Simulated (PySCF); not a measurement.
C4H5FSi, SMILES [SiH2](F)/C=C\C#C. The structure is a stationary point at ωB97X-D3(BJ)/def2-SVP. The structure was generated by enumeration; whether it is a known compound was not checked. The values are those of a single conformer.

Give the equilibrium geometry at ωB97X-D3(BJ)/def2-SVP (PySCF confirms it by a frequency run) as a Z-matrix, and its point group. (Estimate from the structure and the level; the computed values follow.)

Several could match; the one computed here: point group Cs.
```
C
C 1 1.3447
H 1 1.0968 2 118.30
H 2 1.0968 1 121.68 3 0.00
C 2 1.4400 4 116.73 1 180.00
C 5 1.2114 4 155.71 2 180.00
H 6 1.0764 4 163.88 2 180.00
Si 1 1.8697 3 120.00 2 180.00
F 8 1.6327 1 107.02 3 0.00
H 8 1.4859 9 107.88 1 -120.02
H 8 1.4859 10 110.99 9 117.98
```
Charge 0, spin multiplicity 1.
